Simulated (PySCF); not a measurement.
Triethylphosphine oxide, C6H15OP.
SMILES with atom numbers: `[CH3:1][CH2:2][P:3](=[O:4])([CH2:5][CH3:6])[CH2:7][CH3:8]` (hydrogens: H9, H10, H11 on C1; H12, H13 on C2; H14, H15 on C5; H16, H17, H18 on C6; H19, H20 on C7; H21, H22, H23 on C8)

The same species was optimised twice, with GFN2-xTB and with PBE0-D3(BJ)/def2-SVP (PySCF), and the same property calculations (PySCF, gas phase) were run on both structures.

```csv
coordinate,GFN2-xTB,PBE0-D3(BJ)/def2-SVP,change
P3=O4 (Å),1.469,1.502,+0.033
C2–P3 (Å),1.847,1.827,-0.020
P3–C5 (Å),1.847,1.827,-0.020
P3–C7 (Å),1.842,1.829,-0.013
C7–C8 (Å),1.518,1.520,+0.002
C1–C2 (Å),1.521,1.522,+0.001
C5–C6 (Å),1.521,1.522,+0.001
C1–C2–P3 (°),109.6,111.7,+2.1
P3–C5–C6 (°),109.9,111.7,+1.8
C2–P3–C5 (°),104.0,105.0,+1.0
C5–P3–C7 (°),107.4,106.5,-0.9
C2–P3–C7 (°),107.4,106.5,-0.9
P3–C7–C8 (°),116.7,117.5,+0.8
O4–P3–C7 (°),111.4,112.1,+0.7
O4–P3–C5 (°),113.0,113.1,+0.1
C1–C2–P3–O4 (°),-56,-54,+2
C2–P3–C5–C6 (°),-177,179,-4
C2–P3–C7–C8 (°),56,57,+1
```

Rotational constants: A = 2011, B = 1347, C = 1062 MHz (GFN2-xTB) against A = 1995, B = 1340, C = 1051 MHz (PBE0-D3(BJ)/def2-SVP).

On the GFN2-xTB structure: HOMO (eV) -7.27 [PBE0/pcSseg-1]; LUMO (eV) 0.88 [PBE0/pcSseg-1]; dipole (D) 3.97 [PBE0/pcSseg-1]; GIAO shielding of C1/C6/C8 (mean) (ppm) 179.4 [PBE0/pcSseg-1]; GIAO shielding of C2/C5/C7 (mean) (ppm) 162.5 [PBE0/pcSseg-1]; GIAO shielding of P3 (ppm) 293.9 [PBE0/pcSseg-1]; GIAO shielding of O4 (ppm) 253.0 [PBE0/pcSseg-1].

Task: What do these properties become on the PBE0-D3(BJ)/def2-SVP structure?

Result: 
| property | level | on GFN2-xTB | on PBE0-D3(BJ)/def2-SVP | change |
| --- | --- | --- | --- | --- |
| HOMO (eV) | PBE0/pcSseg-1 | -7.27 | -7.18 | +0.09 |
| LUMO (eV) | PBE0/pcSseg-1 | 0.88 | 0.84 | -0.04 |
| dipole (D) | PBE0/pcSseg-1 | 3.97 | 4.17 | +0.20 |
| energy, GFN2-xTB geometry as zero (kcal/mol) | PBE0/pcSseg-1 | 0.0 | -1.9 | -1.9 |
| GIAO shielding of C1/C6/C8 (mean) (ppm) | PBE0/pcSseg-1 | 179.4 | 177.2 | -2.2 |
| GIAO shielding of C2/C5/C7 (mean) (ppm) | PBE0/pcSseg-1 | 162.5 | 163.0 | +0.5 |
| GIAO shielding of P3 (ppm) | PBE0/pcSseg-1 | 293.9 | 290.6 | -3.3 |
| GIAO shielding of O4 (ppm) | PBE0/pcSseg-1 | 253.0 | 248.9 | -4.1 |

The heavy atoms differ by 0.040 Å rms after alignment. Among bonds between heavy atoms P3=O4 changes most (+0.033 Å). Changes are differences of the printed values. Neither structure is proved a minimum here.

The values belong to the conformer `[CH3:1][CH2:2][P:3](=[O:4])([CH2:5][CH3:6])[CH2:7][CH3:8]`: C1–C2–P3–O4 -54°, C2–P3–C5–C6 179°, C2–P3–C7–C8 57°.
